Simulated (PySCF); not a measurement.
PySCF 2.14 output of a UHF calculation on a single atom or ion in cc-pVTZ, with the non-relativistic Hamiltonian (point nucleus):

```
SCF conv_tol = 1e-09
number electrons alpha = 12  beta = 9
cycle= 1 E= -942.18658230066  delta_E= -0.00709  |g|= 0.0308  |ddm|= 0.0421
cycle= 2 E= -942.186776813243  delta_E= -0.000195  |g|= 0.00534  |ddm|= 0.00925
cycle= 3 E= -942.186783315552  delta_E= -6.5e-06  |g|= 0.000302  |ddm|= 0.0116
cycle= 4 E= -942.186783362735  delta_E= -4.72e-08  |g|= 0.00013  |ddm|= 0.00161
cycle= 5 E= -942.186783369116  delta_E= -6.38e-09  |g|= 2.09e-05  |ddm|= 0.00116
cycle= 6 E= -942.186783369357  delta_E= -2.41e-10  |g|= 2.1e-06  |ddm|= 0.000198
converged SCF energy = -942.186783369357  <S^2> = 3.7524518  2S+1 = 4.0012257
```

The run itself started from symmetry-adapted Hartree-Fock orbitals and held the occupation by maximum overlap, so the iterations belong to that start.

Question: Which element, charge and spin multiplicity is this?

Answer: V²⁺ (vanadium, charge +2), multiplicity 4; the state was [Ar] 3d3, high-spin 4F determinant.
